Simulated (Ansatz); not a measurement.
Coupled-cluster diagnostics for BMe2(iPr) (C5H13B), Ansatz.

Geometry of the singlet (PBE-D4/def2-SVP):

```xyz
19

B    -0.323   -0.341    0.637
C    -1.562   -1.243    1.012
H    -1.586   -2.184    0.420
H    -2.475   -0.687    0.688
H    -1.685   -1.481    2.087
C     0.557    0.313    1.770
H     1.235   -0.498    2.129
H    -0.032    0.609    2.663
H     1.207    1.155    1.460
C     0.012   -0.077   -0.899
C     1.494   -0.320   -1.236
C    -0.398    1.373   -1.234
H    -0.604   -0.753   -1.534
H     1.801   -1.368   -1.035
H     2.160    0.340   -0.641
H     1.704   -0.115   -2.308
H    -0.213    1.604   -2.306
H    -1.474    1.564   -1.038
H     0.183    2.108   -0.636
```

Correlated methods freeze 6 core orbitals.

(1) Estimate the CCSD(T) correlation energy, the shares of MP2 and (T), T1 and the reference's ⟨S²⟩ for: charge 0, singlet, own geometry in def2-SVP; charge 1, doublet, vertical in def2-SVP; and the rough time on 4 threads of Arm Neoverse V1 on a shared host.

Results:

(1) 
```tsv
state	basis	correlation (eV)	MP2 share (%)	(T) share (%)	T1	⟨S²⟩ (pure)	wall time
charge 0, singlet, own geometry	def2-SVP	-25.178	88.0	2.9	0.008	0.00 (0.00)	31 s
charge 1, doublet, vertical	def2-SVP	-24.684	87.3	3.1	0.017	0.76 (0.75)	2.7 min
```
Customary marks for T1 are 0.02 (closed shells), 0.045 (open shells) and about 0.05 (3d metals). T1 stays under 0.02 throughout.
